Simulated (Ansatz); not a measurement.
Gas-phase electronic energies from Ansatz, PBE0-D4/def2-TZVP geometries. CCSD(T)/CBS is the MP2 limit (def2-TZVPP, def2-QZVPP) plus CCSD(T) − MP2 in def2-TZVPP, frozen cores. Functionals use def2-TZVPP. For Ge, Se outer-core shells are correlated without core-valence functions, which leaves a few kJ/mol of doubt a bond. Scalar relativity is left out up to krypton. Each species was taken in one conformer, which may not be the lowest.

`CN[SiH2][SeH]` + `[F][GeH]([F])[SeH]` → `[F][Ge]([F])([SeH])[SeH]` + `CN[SiH3]`  (formal exchange of groups at the Se–Si bond)

| level | ΔE (kJ/mol) |
| --- | --- |
| CAM-B3LYP | 11.0 |
| CCSD(T)/def2-SVP | 6.9 |

What does CCSD(T)/CBS give? (Best estimate.)

Computed: +14.3 kJ/mol. The listed levels differ from it by -3.3, -7.4 kJ/mol.

Largest T1 diagnostic among the species: 0.011.

Leaving LDA and LC-ωPBE aside and taking each functional with its dispersion term where it has one, the values, not all of them listed here, spread over 7.7 kJ/mol, from BLYP-D4 to PBE-QIDH. LDA lies +3.6 kJ/mol from PBE without D4. At CCSD(T), def2-SVP lies −7.4 kJ/mol from the extrapolated value and def2-TZVPP −3.9 kJ/mol. From BLYP to BHLYP (50 % exact exchange), in def2-TZVPP and without D4, ΔE moves by +3.5 kJ/mol.

CCSD(T)/CBS has its own doubt, a few kJ/mol and more with outer-core shells, so smaller differences from it don't rank the levels.
